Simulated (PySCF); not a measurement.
Computed IR spectrum (relative IR intensity) of a molecule C2H8FNSi2. Coordinates come from a PBE-D3(BJ)/def2-SVP optimisation. One conformer was computed; it need not be the lowest. Method: PBE-D3(BJ)/def2-SVP run with PySCF. Frequencies are harmonic and unscaled.

Lines under 2 % of the strongest are left out, and lines within 2 cm⁻¹ are merged.

ν (cm⁻¹): 229 (w), 272 (m), 314 (m), 338 (s), 379 (w), 417 (w), 447 (w), 519 (w), 603 (w), 619 (m), 665 (w), 682 (m), 721 (w), 810 (m), 848 (m), 875 (vs), 904 (m), 951 (w), 1034 (m), 1094 (m), 1299 (w), 1376 (vw), 1485 (m), 2147 (m), 2154 (s), 2169 (s), 2923 (w), 2980 (vw), 3052 (vw), 3499 (m), 3599 (m) (against the strongest line: vs over 80 %, s over 45 %, m over 15 %, w over 4 %, vw less)

Problem. Which structure fits?
A. F[C@H]1C[SiH2]N[SiH2]1
B. N[Si@H]1[SiH2]C[C@@H]1F
C. C/N=C\[SiH2][SiH2]F
D. FC[Si@H]1NC[SiH2]1

Solution. B, N[Si@H]1[SiH2]C[C@@H]1F
